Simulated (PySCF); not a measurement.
# Badger's rule along the third period: bonds to Tl

CCSD(T) in PySCF with def2-SVPD on every atom (core potentials on Tl), for the lowest determinant that a PBE0 search found; no spin–orbit coupling. Badger's rule says that Re = d + c·k^(−1/3) for bonds between atoms of fixed rows.

| molecule | state (unpaired electrons) | Re (Å) | k (mdyn/Å) |
| --- | --- | --- | --- |
| TlCl | singlet (closed shell) | 2.577 | 1.30 |
| TlS | doublet (π ↑) | 2.661 | ? |
| TlSi | quartet (σ ↑, π ↑↑) | 2.718 | ? |
| TlP | triplet (π ↑↑) | 2.777 | ? |
| AlTl | triplet (σ ↑, π ↑) | 2.937 | 0.458 |

Problem. Fix c and d from TlCl and AlTl.

Solution. c = (2.937 − 2.577)/(0.458^(−1/3) − 1.3^(−1/3)) = 0.945, d = 2.577 − c·1.3^(−1/3) = 1.711 Å.

Problem. Predict k of the others and set the computed values beside them.

Solution. 

```
molecule  k by the rule  k computed  difference (%)
     TlS          0.985        1.07              -8
    TlSi          0.827       0.746              11
     TlP          0.697       0.795             -12
```

The rule misses by 10 % on average; it knows nothing of spin state or of how ionic a bond is, and both change along this series.

Correlated steps freeze 9 core orbitals. These are scalar-relativistic numbers at best; spin–orbit coupling would shift them, the dissociation energy most. States were picked by a PBE0 search and need not be the measured ground states.
